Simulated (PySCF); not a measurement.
Method: PySCF with B3LYP-D3(BJ)/def2-TZVP // PBE0-D3(BJ)/def2-TZVP. Isolated molecules, 0 K electronic values unless said otherwise. One relaxed conformer stands for a flexible species; it need not be the lowest. B3LYP has the VWN-RPA correlation part, as in Gaussian. Excitations are Tamm–Dancoff values on a coarser integration grid. The basis has no diffuse functions, so Rydberg states are missing or too high.

Reference species (SMILES): `C=CC=S` (C–C–C–S torsion 180°) (neutral, multiplicity 1).

The HOMO is -6.27 eV and the S1 oscillator strength is 0.000. The T1 excitation (TDA) comes out as 1.63 eV. The S1 excitation (TDA) comes out as 2.11 eV.

Changed species: `S=C1CC1`.

Problem. Predict the effect on the HOMO, S1 oscillator strength, T1 excitation (TDA) and S1 excitation (TDA).

Solution. the HOMO increases by 0.28 eV, to -5.99 eV; the S1 oscillator strength stays essentially unchanged; the T1 excitation (TDA) increases by 0.15 eV, to 1.78 eV; the S1 excitation (TDA) rises by 0.16 eV, to 2.27 eV.
